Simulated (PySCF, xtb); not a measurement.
CLiN, SMILES [Li][C][N] (connectivity only; charge and spin as stated), neutral, multiplicity 1.

GFN2-xTB in xtb at its own geometry gives an orbital gap of 3.84 eV and a dipole moment of 8.23 D.

The structure is a stationary point at B3LYP-D3(BJ)/def2-TZVPD.

Task: What does PBE0/def2-TZVPD in PySCF give? (Estimate from the structure and the level; the computed values follow.)

Result: gap 6.39 eV (levels -7.83 and -1.44 eV), dipole 9.15 D.
